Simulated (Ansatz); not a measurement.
Reaction (cleavage of the B–Zn bond): `[BH2][Zn][F]` + `O[Si](O)(O)O` → `BO[Si](O)(O)O` + `[F][ZnH]`

Program: Ansatz. Geometries: PBE0-D4/def2-TZVP. ΔE: electronic, gas phase. CCSD(T)/CBS is the MP2 limit (def2-TZVPP, def2-QZVPP) plus CCSD(T) − MP2 in def2-TZVPP, frozen cores. This one scheme is used for every species. DFT in def2-TZVPP. For Zn outer-core shells are correlated without core-valence functions, which leaves a few kJ/mol of doubt a bond. Scalar relativity is left out up to krypton. Each species was taken in one conformer, which may not be the lowest.

| level | ΔE (kcal/mol) |
| --- | --- |
| revPBE-D4 | -32.9 |
| r2SCAN | -34.4 |
| CAM-B3LYP | -35.6 |
| MP2/def2-QZVPP | -34.5 |

Task: What does CCSD(T)/CBS give? (Best estimate.)

Result: Ansatz gave: -33.7 kcal/mol. The listed levels differ from it by 0.8, -0.7, -1.9, -0.8 kcal/mol.

Largest T1 diagnostic among the species: 0.018.

Leaving LDA and LC-ωPBE aside and taking each functional with its dispersion term where it has one, the values, not all of them listed here, spread over 3.6 kcal/mol, from BHLYP-D4 to PBE-D4. LDA lies −2.9 kcal/mol from PBE without D4. In def2-TZVPP, CCSD(T) changes the Hartree–Fock value by +2.4 kcal/mol (the triples alone add −0.1 kcal/mol) and MP2 by +2.1 kcal/mol.
